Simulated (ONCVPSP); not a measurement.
# Configuration tests for caesium (ONCV)

ONCVPSP 4.0.1 input, shortened (lines: element, Z, core and valence counts, functional; n l f; lmax; l rc ep ncon nbas qcut; lloc lpopt rc5 dvloc0; l nproj debl; icmod fcfact rcfact), PBEsol, scalar-relativistic:

```
  Cs 55.00    9    2  -116133      upf
    1    0    2.00
    2    0    2.00
    2    1    6.00
    3    0    2.00
    3    1    6.00
    3    2   10.00
    4    0    2.00
    4    1    6.00
    4    2   10.00
    5    0    2.00
    5    1    6.00
    2
    0    1.80    0.00    4    7    3.60
    1    2.35    0.00    4    8    4.20
    2    2.20    0.20    4    7    4.80
    4    5    1.35    0.00
    0    2    2.70
    1    2    2.40
    2    2    2.40
    3    2.00    1.55
```

In the d channel the program set the typed energies aside and used 0.050, 2.450 Ha.

Energies are relative to the spin-unpolarised reference configuration 5s2 5p6; without spin polarisation the order of configurations can differ from experiment.

```csv
valence configuration,charge,ΔE all-electron (eV),error AE − PS (meV)
5s2 5p6 6s1,0,-3.792,-3.3
5s2 5p6 6s0.5,+0.5,-2.335,-1.9
5s2 5p6 6p1,0,-2.440,+0.5
5s2 5p5 6s1,+1,14.101,-27
```

Levels in the configuration 5s2 5p5 6s1:

```json
{"level": "5s", "all-electron (eV)": "-36.259", "pseudo (eV)": "-36.290"}
{"level": "5p", "all-electron (eV)": "-22.482", "pseudo (eV)": "-22.518"}
{"level": "6s", "all-electron (eV)": "-7.358", "pseudo (eV)": "-7.353"}
```

Note: ghosts flagged at negative energy: s at -14.9 eV; GHOST(+) flagged for p at 86.9 eV. A true bound ghost makes a file unfit for plane-wave use.
